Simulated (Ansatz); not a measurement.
## Nudged elastic band run: H$_{7}$NOSi$_{2}$Te

Input:

```yaml
crystal:
  periodic: [false, false, false]
  atoms:
    - { symbol: "N", position_ang: [-1.787411, -0.385205, 0.292109] }
    - { symbol: Si, position_ang: [-0.149917, -0.914297, 0.329586] }
    - { symbol: O, position_ang: [0.670607, -0.448481, 1.715757] }
    - { symbol: Si, position_ang: [1.093704, 0.199269, -1.312923] }
    - { symbol: Te, position_ang: [0.7059, 2.66417, -0.812842] }
    - { symbol: H, position_ang: [-2.038107, 0.584439, 0.124981] }
    - { symbol: H, position_ang: [-2.570941, -1.019368, 0.191371] }
    - { symbol: H, position_ang: [-0.210501, -2.401737, 0.195859] }
    - { symbol: H, position_ang: [0.214786, -0.613151, 2.551444] }
    - { symbol: H, position_ang: [2.551808, -0.118186, -1.355794] }
    - { symbol: H, position_ang: [0.530952, 0.004722, -2.68274] }
    - { symbol: H, position_ang: [1.06612, 2.392726, 0.79719] }
basis:
  gaussian: { orbitals: def2-SVP }
hamiltonian:
  xc: b3lyp
  dispersion: d4
neb:
  order_check: false
  images: 9
  f_tol: 0.03
  max_iterations: 34
  optimiser: lbfgs
  climbing: immediate
  final_atoms:
    - { symbol: "N", position_ang: [-1.51554584, -0.65089112, 0.18568749] }
    - { symbol: Si, position_ang: [0.39946567, -1.44002244, 0.39726723] }
    - { symbol: O, position_ang: [0.72359312, -0.37924807, 1.71801984] }
    - { symbol: Si, position_ang: [1.12189491, 0.12078263, -1.31710781] }
    - { symbol: Te, position_ang: [0.23904463, 2.4504068, -0.67421696] }
    - { symbol: H, position_ang: [-1.47236961, 0.37792448, 0.06678732] }
    - { symbol: H, position_ang: [-2.02740681, -1.03982323, -0.61091351] }
    - { symbol: H, position_ang: [-2.05652545, -0.8481569, 1.03084695] }
    - { symbol: H, position_ang: [0.90502327, -0.86139863, 2.53364148] }
    - { symbol: H, position_ang: [2.59980321, 0.20052342, -1.54146984] }
    - { symbol: H, position_ang: [0.50778528, -0.10759427, -2.66945992] }
    - { symbol: H, position_ang: [0.65223763, 2.12239833, 0.91491573] }
  initial_path:
    images:
      - { positions_ang: [[-1.787411, -0.385205, 0.292109], [-0.149917, -0.914297, 0.329586], [0.670607, -0.448481, 1.715757], [1.093704, 0.199269, -1.312923], [0.7059, 2.66417, -0.812842], [-2.038107, 0.584439, 0.124981], [-2.570941, -1.019368, 0.191371], [-0.210501, -2.401737, 0.195859], [0.214786, -0.613151, 2.551444], [2.551808, -0.118186, -1.355794], [0.530952, 0.004722, -2.68274], [1.06612, 2.392726, 0.79719]] }
      - { positions_ang: [[-1.7650121, -0.44763226, 0.30667964], [-0.11258564, -0.91923655, 0.33177099], [0.67185073, -0.44783733, 1.73849245], [1.08408191, 0.21263572, -1.3119805], [0.66451627, 2.6623122, -0.84184785], [-2.00464218, 0.54520637, 0.19358983], [-2.46719202, -0.99563102, 0.03442845], [-0.3590897, -2.27893554, 0.26557279], [0.23036041, -0.69587361, 2.55190049], [2.52709288, -0.08845406, -1.34059334], [0.5042987, -0.0312119, -2.66090783], [1.10332074, 2.42955899, 0.76689289]] }
      - { positions_ang: [[-1.74261321, -0.51005952, 0.32125028], [-0.07525429, -0.92417609, 0.33395597], [0.67309447, -0.44719367, 1.76122789], [1.07445983, 0.22600243, -1.311038], [0.62313254, 2.6604544, -0.87085371], [-1.97117735, 0.50597373, 0.26219865], [-2.36344304, -0.97189404, -0.1225141], [-0.5076784, -2.15613408, 0.33528659], [0.24593482, -0.77859621, 2.55235697], [2.50237776, -0.05872212, -1.32539268], [0.47764539, -0.06714579, -2.63907566], [1.14052148, 2.46639197, 0.73659578]] }
      - { positions_ang: [[-1.72021431, -0.57248678, 0.33582092], [-0.03792293, -0.92911564, 0.33614096], [0.6743382, -0.44655, 1.78396334], [1.06483774, 0.23936915, -1.3100955], [0.58174881, 2.65859659, -0.89985956], [-1.93771253, 0.4667411, 0.33080748], [-2.25969405, -0.94815706, -0.27945664], [-0.6562671, -2.03333262, 0.40500038], [0.26150923, -0.86131882, 2.55281346], [2.47766263, -0.02899019, -1.31019201], [0.45099209, -0.10307969, -2.61724349], [1.17772222, 2.50322496, 0.70629866]] }
      - { positions_ang: [[-1.69781542, -0.63491404, 0.35039156], [-0.00059157, -0.93405519, 0.33832595], [0.67558194, -0.44590634, 1.80669879], [1.05521565, 0.25273586, -1.309153], [0.54036509, 2.65673879, -0.92886541], [-1.90424771, 0.42750846, 0.39941631], [-2.15594507, -0.92442008, -0.43639919], [-0.8048558, -1.91053116, 0.47471418], [0.27708363, -0.94404143, 2.55326994], [2.45294751, 0.00074175, -1.29499135], [0.42433879, -0.13901358, -2.59541132], [1.21492296, 2.54005794, 0.67600155]] }
      - { positions_ang: [[-1.67541652, -0.6973413, 0.3649622], [0.03673978, -0.93899474, 0.34051094], [0.67682567, -0.44526267, 1.82943423], [1.04559357, 0.26610258, -1.3082105], [0.49898136, 2.65488099, -0.95787127], [-1.87078288, 0.38827583, 0.46802514], [-2.05219609, -0.9006831, -0.59334174], [-0.9534445, -1.7877297, 0.54442797], [0.29265804, -1.02676403, 2.55372643], [2.42823239, 0.03047369, -1.27979069], [0.39768548, -0.17494748, -2.57357915], [1.25212371, 2.57689093, 0.64570444]] }
      - { positions_ang: [[-1.64344239, -0.68805126, 0.32910726], [0.10928496, -1.03920028, 0.35186219], [0.68617916, -0.43205975, 1.80715135], [1.06085383, 0.23703859, -1.30998996], [0.44699401, 2.61398615, -0.90114041], [-1.79110023, 0.38620556, 0.38777757], [-2.04723823, -0.92851113, -0.5968561], [-1.17406069, -1.59981514, 0.64171177], [0.41513109, -0.99369095, 2.54970944], [2.46254655, 0.06448364, -1.33212652], [0.41970544, -0.16147684, -2.59275531], [1.13214649, 2.48599241, 0.6995467]] }
      - { positions_ang: [[-1.61146825, -0.67876123, 0.29325232], [0.18183014, -1.13940582, 0.36321345], [0.69553265, -0.41885683, 1.78486848], [1.0761141, 0.2079746, -1.31176942], [0.39500667, 2.57309131, -0.84440954], [-1.71141757, 0.38413529, 0.30753001], [-2.04228038, -0.95633916, -0.60037045], [-1.39467688, -1.41190058, 0.73899556], [0.53760413, -0.96061787, 2.54569245], [2.49686072, 0.09849358, -1.38446235], [0.4417254, -0.14800619, -2.61193146], [1.01216928, 2.39509389, 0.75338895]] }
      - { positions_ang: [[-1.57949412, -0.66947119, 0.25739737], [0.25437532, -1.23961136, 0.37456471], [0.70488614, -0.40565391, 1.7625856], [1.09137437, 0.17891061, -1.31354889], [0.34301932, 2.53219648, -0.78767868], [-1.63173492, 0.38206502, 0.22728245], [-2.03732252, -0.98416718, -0.6038848], [-1.61529307, -1.22398602, 0.83627936], [0.66007718, -0.92754479, 2.54167546], [2.53117488, 0.13250353, -1.43679818], [0.46374536, -0.13453555, -2.63110762], [0.89219206, 2.30419537, 0.80723121]] }
      - { positions_ang: [[-1.54751998, -0.66018116, 0.22154243], [0.32692049, -1.3398169, 0.38591597], [0.71423963, -0.39245099, 1.74030272], [1.10663464, 0.14984662, -1.31532835], [0.29103198, 2.49130164, -0.73094782], [-1.55205226, 0.37999475, 0.14703488], [-2.03236467, -1.01199521, -0.60739916], [-1.83590926, -1.03607146, 0.93356315], [0.78255022, -0.89447171, 2.53765847], [2.56548904, 0.16651347, -1.48913401], [0.48576532, -0.12106491, -2.65028377], [0.77221485, 2.21329685, 0.86107347]] }
      - { positions_ang: [[-1.51554584, -0.65089112, 0.18568749], [0.39946567, -1.44002244, 0.39726723], [0.72359312, -0.37924807, 1.71801984], [1.12189491, 0.12078263, -1.31710781], [0.23904463, 2.4504068, -0.67421696], [-1.47236961, 0.37792448, 0.06678732], [-2.02740681, -1.03982323, -0.61091351], [-2.05652545, -0.8481569, 1.03084695], [0.90502327, -0.86139863, 2.53364148], [2.59980321, 0.20052342, -1.54146984], [0.50778528, -0.10759427, -2.66945992], [0.65223763, 2.12239833, 0.91491573]] }
```

Run as:

```bash
$ ansatz run input.yaml --threads 2 --pin off --max-ram 3072MiB --backend cpu --events-out ev --progress --plain --runs-dir out
```

Output, in part (warnings, iteration lines):

```
NEB end point (image 0): max|allowed force component| = 1.813e-2 eV/Å (the criterion of neb.relax_end_points is 1.000e-2)
NEB end point (image 10): max|allowed force component| = 7.397e-3 eV/Å (the criterion of neb.relax_end_points is 1.000e-2)
NEB iter   1: max|band force component| = 1.614e1 eV/Å  barrier→ = 4.5143 eV  barrier← = 3.3831 eV  CI = image 6  Δτ_max = 0.2000 Å  (302 SCF iters)
NEB iter   2: max|band force component| = 8.042e0 eV/Å  barrier→ = 3.7558 eV  barrier← = 2.6247 eV  CI = image 6  Δτ_max = 0.0501 Å  (277 SCF iters)
NEB iter   3: max|band force component| = 3.837e0 eV/Å  barrier→ = 3.6128 eV  barrier← = 2.4817 eV  CI = image 6  Δτ_max = 0.0861 Å  (275 SCF iters)
NEB iter   4: max|band force component| = 2.239e0 eV/Å  barrier→ = 3.4268 eV  barrier← = 2.2956 eV  CI = image 6  Δτ_max = 0.0606 Å  (276 SCF iters)
NEB iter   5: max|band force component| = 3.308e0 eV/Å  barrier→ = 3.3441 eV  barrier← = 2.2129 eV  CI = image 6  Δτ_max = 0.0548 Å  (274 SCF iters)
NEB iter   6: max|band force component| = 1.391e0 eV/Å  barrier→ = 3.3059 eV  barrier← = 2.1747 eV  CI = image 6  Δτ_max = 0.0300 Å  (279 SCF iters)
NEB iter   7: max|band force component| = 2.564e0 eV/Å  barrier→ = 3.2682 eV  barrier← = 2.1370 eV  CI = image 6  Δτ_max = 0.0394 Å  (275 SCF iters)
NEB iter   8: max|band force component| = 1.125e0 eV/Å  barrier→ = 3.2478 eV  barrier← = 2.1166 eV  CI = image 6  Δτ_max = 0.0259 Å  (277 SCF iters)
NEB iter   9: max|band force component| = 1.953e0 eV/Å  barrier→ = 3.2173 eV  barrier← = 2.0861 eV  CI = image 6  Δτ_max = 0.0326 Å  (274 SCF iters)
NEB iter  10: max|band force component| = 1.356e0 eV/Å  barrier→ = 3.2043 eV  barrier← = 2.0731 eV  CI = image 6  Δτ_max = 0.0162 Å  (270 SCF iters)
NEB iter  11: max|band force component| = 1.718e0 eV/Å  barrier→ = 3.1896 eV  barrier← = 2.0584 eV  CI = image 6  Δτ_max = 0.0270 Å  (259 SCF iters)
NEB iter  12: max|band force component| = 7.635e-1 eV/Å  barrier→ = 3.1801 eV  barrier← = 2.0490 eV  CI = image 6  Δτ_max = 0.0197 Å  (243 SCF iters)
NEB iter  13: max|band force component| = 1.489e0 eV/Å  barrier→ = 3.1637 eV  barrier← = 2.0325 eV  CI = image 6  Δτ_max = 0.0250 Å  (267 SCF iters)
NEB iter  14: max|band force component| = 1.062e0 eV/Å  barrier→ = 3.1570 eV  barrier← = 2.0259 eV  CI = image 6  Δτ_max = 0.0101 Å  (241 SCF iters)
NEB iter  15: max|band force component| = 1.222e0 eV/Å  barrier→ = 3.1497 eV  barrier← = 2.0185 eV  CI = image 6  Δτ_max = 0.0197 Å  (218 SCF iters)
NEB iter  16: max|band force component| = 5.349e-1 eV/Å  barrier→ = 3.1442 eV  barrier← = 2.0130 eV  CI = image 6  Δτ_max = 0.0156 Å  (240 SCF iters)
NEB iter  17: max|band force component| = 1.225e0 eV/Å  barrier→ = 3.1327 eV  barrier← = 2.0015 eV  CI = image 6  Δτ_max = 0.0207 Å  (257 SCF iters)
NEB iter  18: max|band force component| = 8.709e-1 eV/Å  barrier→ = 3.1283 eV  barrier← = 1.9972 eV  CI = image 6  Δτ_max = 0.0064 Å  (244 SCF iters)
NEB iter  19: max|band force component| = 9.113e-1 eV/Å  barrier→ = 3.1238 eV  barrier← = 1.9927 eV  CI = image 6  Δτ_max = 0.0150 Å  (217 SCF iters)
NEB iter  20: max|band force component| = 3.924e-1 eV/Å  barrier→ = 3.1200 eV  barrier← = 1.9888 eV  CI = image 6  Δτ_max = 0.0147 Å  (225 SCF iters)
NEB iter  21: max|band force component| = 1.048e0 eV/Å  barrier→ = 3.1109 eV  barrier← = 1.9797 eV  CI = image 6  Δτ_max = 0.0179 Å  (237 SCF iters)
NEB iter  22: max|band force component| = 7.360e-1 eV/Å  barrier→ = 3.1078 eV  barrier← = 1.9766 eV  CI = image 6  Δτ_max = 0.0047 Å  (235 SCF iters)
NEB iter  23: max|band force component| = 7.025e-1 eV/Å  barrier→ = 3.1049 eV  barrier← = 1.9737 eV  CI = image 6  Δτ_max = 0.2000 Å  (215 SCF iters)
NEB iter  24: max|band force component| = 4.859e0 eV/Å  barrier→ = 3.0556 eV  barrier← = 1.9244 eV  CI = image 6  Δτ_max = 0.0725 Å  (266 SCF iters)
NEB iter  25: max|band force component| = 2.454e0 eV/Å  barrier→ = 3.0541 eV  barrier← = 1.9229 eV  CI = image 6  Δτ_max = 0.0235 Å  (270 SCF iters)
NEB iter  26: max|band force component| = 4.361e-1 eV/Å  barrier→ = 3.0536 eV  barrier← = 1.9224 eV  CI = image 6  Δτ_max = 0.0077 Å  (237 SCF iters)
NEB iter  27: max|band force component| = 2.646e-1 eV/Å  barrier→ = 3.0529 eV  barrier← = 1.9217 eV  CI = image 6  Δτ_max = 0.0113 Å  (214 SCF iters)
NEB iter  28: max|band force component| = 5.969e-1 eV/Å  barrier→ = 3.0515 eV  barrier← = 1.9203 eV  CI = image 6  Δτ_max = 0.0098 Å  (234 SCF iters)
NEB iter  29: max|band force component| = 3.446e-1 eV/Å  barrier→ = 3.0510 eV  barrier← = 1.9198 eV  CI = image 6  Δτ_max = 0.0051 Å  (217 SCF iters)
NEB iter  30: max|band force component| = 4.147e-1 eV/Å  barrier→ = 3.0504 eV  barrier← = 1.9192 eV  CI = image 6  Δτ_max = 0.0064 Å  (204 SCF iters)
NEB iter  31: max|band force component| = 2.088e-1 eV/Å  barrier→ = 3.0499 eV  barrier← = 1.9187 eV  CI = image 6  Δτ_max = 0.0079 Å  (199 SCF iters)
NEB iter  32: max|band force component| = 5.189e-1 eV/Å  barrier→ = 3.0489 eV  barrier← = 1.9178 eV  CI = image 6  Δτ_max = 0.0081 Å  (215 SCF iters)
NEB iter  33: max|band force component| = 2.932e-1 eV/Å  barrier→ = 3.0486 eV  barrier← = 1.9174 eV  CI = image 6  Δτ_max = 0.0033 Å  (206 SCF iters)
NEB iter  34: max|band force component| = 3.398e-1 eV/Å  barrier→ = 3.0482 eV  barrier← = 1.9170 eV  CI = image 6  Δτ_max = 0.0052 Å  (190 SCF iters)
Error: NEB band did not converge after 34 iterations: max|band force component| = 3.40e-1 eV/Å (threshold 3.0e-2); raise `neb.max_iterations` in a new run, which can start from the last band evaluated (`neb.initial_path`, with `crystal.atoms` and `neb.final_atoms` set to its first and last images), …
```

The run ended unconverged. The band didn't meet its force threshold, so its energies are provisional: the largest band force was still 0.34 eV/Å, and over the last iterations the top stayed at 3.05 eV. The orbitals stay closed-shell, which can raise the energy where a bond breaks towards radicals; this wasn't checked here.

Final band (atoms are numbered from 1 in the order of the input):

```csv
image,path coordinate (Å),energy (eV),Si2–H8 (Å),N1–H8 (Å)
0,0.00,0.00,1.49,2.56
1,0.42,0.02,1.50,2.57
2,0.84,0.08,1.50,2.55
3,1.26,0.29,1.50,2.44
4,1.69,0.88,1.50,2.18
5,2.12,2.10,1.52,1.82
6,2.54,3.05,1.66,1.41
7,3.10,1.73,2.10,1.04
8,3.65,1.27,2.52,1.02
9,4.21,1.17,2.58,1.02
10,4.77,1.13,2.60,1.02
```

The run took 19 min on 2 threads of Arm Neoverse V2 (shared host), peak memory 0.34 GiB.
